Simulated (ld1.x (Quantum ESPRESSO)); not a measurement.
Pt (Z = 78) ultrasoft: all-electron and pseudo phase curves

ld1.x (Quantum ESPRESSO) 7.5 input, shortened:

```
&input
   title='Pt', zed=78., rel=1, dft='BLYP', iswitch=3,
   config='[Xe] 4f14 5d9 6s1 6p0'
 /
 &inputp
   pseudotype=3, tm=.true., lloc=-1, rcloc=1.85,
   nlcc=.true., new_core_ps=.true., rcore=0.45,
   which_augfun='PSQ', rmatch_augfun=0.60
 /
8
6S  1  0   1.00   0.00  1.90  2.45  0.0
6S  1  0   0.00   2.10  1.90  2.45  0.0
6P  2  1   0.00   0.00  3.35  4.40  0.0
6P  2  1   0.00   1.80  3.35  4.40  0.0
5D  3  2   9.00   0.00  1.05  1.40  0.0
5D  3  2   0.00   0.50  1.05  1.40  0.0
4F  4  3  14.00   0.00  0.70  0.75  0.0
4F  4  3   0.00  -3.90  0.70  0.75  0.0
 &test
   configts(1)='4f14 5d9 6s1 6p0'
 /
```

The phase is arctan(r·u′/u) with u = r·R(r), unwrapped; energies in Ry, scanned from -7 to 5 Ry. A pole is an energy at which the radial function vanishes at the test radius. The pseudo phase is shifted by a multiple of π to meet the all-electron one at the reference energy, and phase errors are pseudo minus all-electron; the curves can meet again beyond the range given. Levels narrower than the energy grid can be missing from the lists of poles. Where the grid stepped over a known ghost or core level, its pole and its step of π were put in at the level’s energy.

```tsv
channel	radius (bohr)	reference energy (Ry)	poles, all-electron	poles, pseudo	unbroken range about the reference energy with phases within 0.05 rad	phase error 1 Ry above the reference energy (rad)
s	4.77	-0.42	-0.30, 1.72, 4.99	-1.93, -0.30, 1.72, 4.97	above -1.9	-0.000
p	4.77	-0.06	-4.11, 0.30, 2.48	0.29, 2.50	-4.1 to 1.1	-0.021
d	4.77	-0.44	-0.43, 1.26, 3.82	-0.43, 1.26, 3.83	the whole range	+0.000
f	4.77	-5.14	1.42, 3.25	1.42, 3.28	below 2.1	+0.000
```

Note: ghost state, extra bound levels that the all-electron valence spectrum of the same l lacks: s at -26.2 eV. A true bound ghost makes a file unfit for plane-wave use.

Phases in the f channel:

| E (Ry) | all-electron | pseudo |
| --- | --- | --- |
| -7.00 | 1.494 | 1.494 |
| -6.74 | 1.492 | 1.492 |
| -6.48 | 1.491 | 1.491 |
| -6.22 | 1.489 | 1.489 |
| -5.96 | 1.488 | 1.488 |
| -5.70 | 1.486 | 1.486 |
| -5.44 | 1.484 | 1.484 |
| -5.18 | 1.482 | 1.482 |
| -4.92 | 1.480 | 1.480 |
| -4.66 | 1.477 | 1.477 |
| -4.40 | 1.475 | 1.475 |
| -4.14 | 1.472 | 1.472 |
| -3.88 | 1.469 | 1.469 |
| -3.62 | 1.466 | 1.466 |
| -3.36 | 1.462 | 1.462 |
| -3.10 | 1.458 | 1.458 |
| -2.84 | 1.454 | 1.454 |
| -2.58 | 1.449 | 1.449 |
| -2.32 | 1.443 | 1.443 |
| -2.06 | 1.437 | 1.437 |
| -1.80 | 1.429 | 1.429 |
| -1.54 | 1.420 | 1.420 |
| -1.28 | 1.409 | 1.409 |
| -1.02 | 1.396 | 1.396 |
| -0.76 | 1.378 | 1.378 |
| -0.50 | 1.354 | 1.354 |
| -0.24 | 1.318 | 1.318 |
| 0.02 | 1.260 | 1.260 |
| 0.28 | 1.142 | 1.142 |
| 0.54 | 0.781 | 0.782 |
| 0.80 | -0.662 | -0.661 |
| 1.06 | -1.341 | -1.340 |
| 1.32 | -1.526 | -1.525 |
| 1.58 | -1.635 | -1.634 |
| 1.84 | -1.763 | -1.759 |
| 2.10 | -2.159 | -2.130 |
| 2.36 | -4.135 | -4.091 |
| 2.62 | -4.530 | -4.521 |
| 2.88 | -4.636 | -4.631 |
| 3.14 | -4.693 | -4.689 |
| 3.40 | -4.738 | -4.733 |
| 3.66 | -4.783 | -4.776 |
| 3.92 | -4.847 | -4.832 |
| 4.18 | -4.982 | -4.940 |
| 4.44 | -5.724 | -5.365 |
| 4.70 | -7.446 | -7.273 |
| 4.96 | -7.682 | -7.643 |
